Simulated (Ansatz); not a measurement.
Computed with Ansatz on PBE0-D4/def2-TZVP structures; ΔE is electronic, products minus reactants. CBS: MP2 limit from def2 TZ/QZ plus the TZ coupled-cluster correction, frozen cores. This one scheme is used for every species. Functionals use def2-TZVPP. B3LYP here is the variant with VWN-RPA as its local correlation; programs differ in this. HSE06 is defined as in plane-wave codes. Each species was taken in one conformer, which may not be the lowest.

Consider the formal exchange of groups at a B–N bond: `CBNC` + `N[SiH3]` → `CB[SiH2]N` + CH₃NH₂.

`CBNC`:

```xyz
12

C    -0.828    1.803   -0.230
B    -0.510    0.366    0.314
N     0.482   -0.429   -0.246
C     0.866   -1.758    0.162
H    -0.208    2.110   -1.078
H    -0.706    2.549    0.562
H    -1.877    1.873   -0.539
H    -1.120   -0.099    1.242
H     1.013   -0.070   -1.026
H     0.245   -2.063    1.004
H     0.729   -2.485   -0.644
H     1.914   -1.797    0.479
```

`N[SiH3]`:

Cartesian coordinates in Å:
```
N 0.162 -1.005 -0.319
Si -0.104 0.578 0.300
H 1.068 -1.250 -0.687
H -0.568 -1.466 -0.838
H 1.004 0.893 1.238
H -0.156 1.676 -0.711
H -1.406 0.574 1.016
```

`CB[SiH2]N`:

```xyz
12

C    -0.377   -0.287   -2.072
B     0.433   -0.255   -0.745
Si   -0.383    0.286    1.014
N     0.824    0.492    2.231
H    -1.365    0.176   -2.053
H    -0.511   -1.352   -2.320
H     0.200    0.117   -2.911
H     1.573   -0.637   -0.785
H    -1.433   -0.746    1.329
H    -1.138    1.569    0.897
H     0.572    0.778    3.163
H     1.605   -0.143    2.251
```

CH₃NH₂:

Z-matrix (Å, degrees):
```
C
N 1 1.453
H 1 1.092 2 109.4
H 1 1.100 2 115.4 3 -121.6
H 1 1.092 2 109.4 3 116.8
H 2 1.012 1 110.6 3 62.6
H 2 1.012 1 110.6 3 -179.3
```

```
             level  ΔE (kcal/mol)  difference from CCSD(T)/CBS
       LDA (SPW92)           44.2                          2.2
            PBE-D4           40.5                         -1.5
         revPBE-D4           40.0                         -2.0
           BLYP-D4           42.1                          0.1
         r2SCAN-D4           41.9                         -0.1
            B97M-V           40.8                         -1.2
           PBE0-D4           40.8                         -1.2
          B3LYP-D4           42.4                          0.4
        r2SCANh-D4           42.0                          0.0
        r2SCAN0-D4           42.1                          0.1
          HSE06-D4           40.8                         -1.2
          BHLYP-D4           42.8                          0.8
      CAM-B3LYP-D4           43.7                          1.7
           ωB97X-V           41.4                         -0.6
           ωB97M-V           42.9                          0.9
            B2PLYP           43.4                          1.4
          PBE-QIDH           42.4                          0.4
               PBE           40.7                         -1.3
            revPBE           39.3                         -2.7
              BLYP           42.3                          0.3
            r2SCAN           42.0                          0.0
              PBE0           41.0                         -1.0
             B3LYP           42.7                          0.7
           r2SCANh           42.1                          0.1
           r2SCAN0           42.2                          0.2
             HSE06           41.0                         -1.0
             BHLYP           43.3                          1.3
       HF/def2-SVP           44.8                          2.8
      MP2/def2-SVP           48.3                          6.3
     CCSD/def2-SVP           46.5                          4.5
     HF/def2-TZVPP           42.4                          0.4
    MP2/def2-TZVPP           44.2                          2.2
   CCSD/def2-TZVPP           42.3                          0.3
CCSD(T)/def2-TZVPP           42.6                          0.6
     HF/def2-QZVPP           42.4                          0.4
    MP2/def2-QZVPP           43.8                          1.8
SCS-MP2/def2-QZVPP           43.4                          1.4
      HF/CBS(def2)           42.4                          0.4
     MP2/CBS(def2)           43.6                          1.6
    CCSD/CBS(def2)           41.7                         -0.3
       CCSD(T)/CBS           42.0                            0
```

Largest T1 diagnostic among the species: 0.011.

Leaving LDA and LC-ωPBE aside and taking each functional with its dispersion term where it has one, the values spread over 3.7 kcal/mol, from revPBE-D4 to CAM-B3LYP-D4. LDA lies +3.5 kcal/mol from PBE without D4. From BLYP to BHLYP (50 % exact exchange), in def2-TZVPP and without D4, ΔE moves by +1.0 kcal/mol.
